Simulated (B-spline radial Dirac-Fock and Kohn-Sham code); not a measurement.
Atomic iridium: differential elastic cross section for positrons at 369 eV

Level of theory: relativistic (Dirac) partial waves in the static field of the Dirac-Fock atom, without polarisation or absorption potentials; an atomic code on a B-spline grid.

```csv
θ (°),dσ/dΩ (a₀²/sr)
0,93.9
1,92.7
2,89.1
3,83.4
5,68.3
7,51.8
10,31.2
15,12.4
20,5.50
25,2.94
30,1.82
40,0.896
50,0.524
60,0.338
70,0.235
80,0.173
90,0.134
100,0.107
110,0.0893
120,0.0765
130,0.0674
140,0.0609
150,0.0564
160,0.0534
170,0.0517
180,0.0511
```

Question: What integrated cross sections go with this distribution?

Answer: The total elastic cross section is 13.2 a₀², the first transport cross section 1.93 a₀² and the second, weighted with (3/2) sin²θ, 3.41 a₀². The mean deflection is ⟨1 − cos θ⟩ = 0.146, and 3.9 % of the collisions scatter beyond 90°.

Phase shifts modulo π (rad) for κ = −1 to −5: -0.707, 0.456, 1.276, -1.299, -0.912.

Values without a named source are computed, but for edge energies of neutral atoms, which are taken from tables.
